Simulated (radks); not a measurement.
Q: Radial electron density D(r) = 4 pi r^2 rho(r) of an atom or ion with 43 electrons. Calculated with a radial shooting solver on a logarithmic mesh with Libxc functionals: scalar-relativistic Kohn-Sham, r2SCAN, spin-polarised, spherical densities, finite nucleus; meta-GGA in the generalised Kohn-Sham scheme; Fermi nuclear charge, rms radius of each element as measured or else 0.836 A^(1/3) + 0.57 fm.

```
   r/bohr * D(r) (the largest magnitude, 84.8, reaches the edge; | marks zero)
 0.002541 |    *
 0.003336 |       *
 0.004378 |           *
 0.005747 |                *
 0.007543 |                       *
 0.009901 |                              *
    0.013 |                                     *
  0.01706 |                                         *
  0.02239 |                                         *
  0.02939 |                                      *
  0.03858 |                                    *
  0.05063 |                                       *
  0.06646 |                                                *
  0.08794 |                                                      *
   0.1154 |                                                *
   0.1515 |                                      *
   0.1989 |                                       *
    0.261 |                                            *
   0.3426 |                                  *
   0.4497 |                 *
   0.5903 |             *
   0.7748 |              *
    1.017 |         *
    1.335 |  *
    1.752 |*
      2.3 *
    3.019 *
```

What is the nuclear charge?

A: Z = 51. The innermost maximum, from 1s, lies near gamma/Z bohr with gamma = sqrt(1 - (Z/c)^2) = 0.928, here 0.0182 bohr (found: 0.0199), and its height grows with Z. The density is that of the antimony ion Sb8+ in [Kr] 4d7; the configuration itself is not fixed sharply by these data, and Z only to a few units. D(r) has 4 maxima, at r = 0.0199, 0.0879, 0.257, 0.733 bohr, and minima at 0.0389, 0.168, 0.554 bohr, inside which lie 1.99, 11.15, 28.99 electrons.
